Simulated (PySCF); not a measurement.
Level of theory: PBE-D3(BJ)/def2-TZVP in PySCF. Isolated molecules, 0 K electronic values unless said otherwise. Delta-SCF ions had no search for a lower state. 

Reference species (SMILES): `[Si](B)(F)(F)F` (neutral, multiplicity 1).

- HOMO–LUMO gap = 3.88 eV
- vertical ionisation energy (Delta-SCF) = 11.69 eV
- LUMO = -4.34 eV

After one change: the HOMO–LUMO gap rises by 3.00 eV; the vertical ionisation energy (Delta-SCF) falls by 0.41 eV; the LUMO goes up by 3.11 eV.

Q: Which change was made? The new species is one of these.
A. `F[SiH](F)F`
B. `F[Si](F)(F)[SeH]`
C. `F[Si](F)(F)[SiH3]`
D. `F[Si](F)(F)[AlH2]`

A: C, `F[Si](F)(F)[SiH3]`
